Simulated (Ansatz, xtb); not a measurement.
# A geometry optimisation of BF2H3Si with r2SCAN-D4/def2-SVP

The starting geometry of this gas-phase singlet has its atoms placed at random.

```yaml
atoms:
  - { symbol: B, position_ang: [-1.0937, 0.0331, 0.1393] }
  - { symbol: F, position_ang: [0.9183, -1.8954, 0.0887] }
  - { symbol: F, position_ang: [1.6892, 1.1146, 0.8838] }
  - { symbol: Si, position_ang: [1.2778, 0.1106, -1.2233] }
  - { symbol: H, position_ang: [0.1271, -2.0950, -0.4107] }
  - { symbol: H, position_ang: [0.3908, 0.7901, -0.4970] }
  - { symbol: H, position_ang: [2.1800, 0.3412, 0.6681] }
```

Question: One run relaxed it with r2SCAN-D4/def2-SVP. What is a likely outcome?

Answer: It ends as a structure with H6 bridging B1 and Si4, given below by its coordinates. Distances that change by over a tenth: B1–H6 (1.78 → 1.48 Å), Si4–H6 (1.33 → 1.67 Å). Contacts that open: F2–H5 (0.96 → 2.23 Å). Contacts that close: B1–F2 (2.79 → 1.43 Å), B1–Si4 (2.74 → 1.96 Å), B1–H5 (2.51 → 1.21 Å).

The energy falls by 8.61 eV over 36 steps:

| step | E − E(last) (eV) |
| --- | --- |
| 1 | 8.613 |
| 5 | 5.895 |
| 9 | 4.636 |
| 13 | 1.692 |
| 17 | 1.166 |
| 20 | 1.000 |
| 24 | 0.446 |
| 28 | 0.038 |
| 32 | 0.001 |
| 36 | 0.000 |

Final geometry (Å):

```yaml
atoms:
  - { symbol: B, position_ang: [0.2444, -0.8363, -0.2801] }
  - { symbol: F, position_ang: [1.0573, -1.1727, 0.8420] }
  - { symbol: F, position_ang: [2.2822, 0.7467, 0.2003] }
  - { symbol: Si, position_ang: [0.8648, 0.7209, -1.2991] }
  - { symbol: H, position_ang: [-0.7383, -1.5205, -0.4253] }
  - { symbol: H, position_ang: [-0.2277, 0.5451, -0.0497] }
  - { symbol: H, position_ang: [2.0068, -0.0840, 0.6610] }
```

From the same start GFN2-xTB ends elsewhere, in pieces: BFH2Si + FH.

From so rough a start the end depends on the optimiser's path, so another program may land elsewhere. The end wasn't checked by frequencies. Run with Ansatz 0.2.0, 2.2 min on 1 thread of Intel(R) Xeon(R) Processor @ 2.50GHz (Skylake/Cascade Lake) (shared host).
